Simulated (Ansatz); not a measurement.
Reaction (redistribution): `[BH2][Al]([NH2])[NH2]` + `SC1[SiH2]S1` → `BC1[SiH2]S1` + `[NH2][Al]([NH2])[SH]`

Gas-phase electronic energies from Ansatz, PBE0-D4/def2-TZVP geometries. CBS: MP2 limit from def2 TZ/QZ plus the TZ coupled-cluster correction, frozen cores. Functionals use def2-TZVPP. HSE06 is defined as in plane-wave codes. Each species was taken in one conformer, which may not be the lowest.

```json
{"level": "PBE-D4", "ΔE (eV)": "-2.36"}
{"level": "HSE06-D4", "ΔE (eV)": "-2.43"}
{"level": "ωB97M-V", "ΔE (eV)": "-2.47"}
{"level": "PBE-QIDH", "ΔE (eV)": "-2.49"}
{"level": "r2SCAN0", "ΔE (eV)": "-2.54"}
{"level": "RPA@PBE/def2-TZVPP", "ΔE (eV)": "-2.32"}
{"level": "HF/def2-SVP", "ΔE (eV)": "-2.43"}
{"level": "SCS-MP2/def2-TZVPP", "ΔE (eV)": "-2.44"}
```

Problem. What does CCSD(T)/CBS give? (Estimate.)

Solution. Computed: -2.42 eV. The listed levels differ from it by 0.06, -0.01, -0.05, -0.07, -0.12, 0.10, -0.01, -0.02 eV.

Largest T1 diagnostic among the species: 0.013.

Leaving LDA and LC-ωPBE aside and taking each functional with its dispersion term where it has one, the values, not all of them listed here, spread over 0.22 eV, from r2SCAN0-D4 to revPBE-D4. LDA lies −0.10 eV from PBE without D4. From PBE to PBE0 (25 % exact exchange), in def2-TZVPP and without D4, ΔE moves by −0.07 eV.
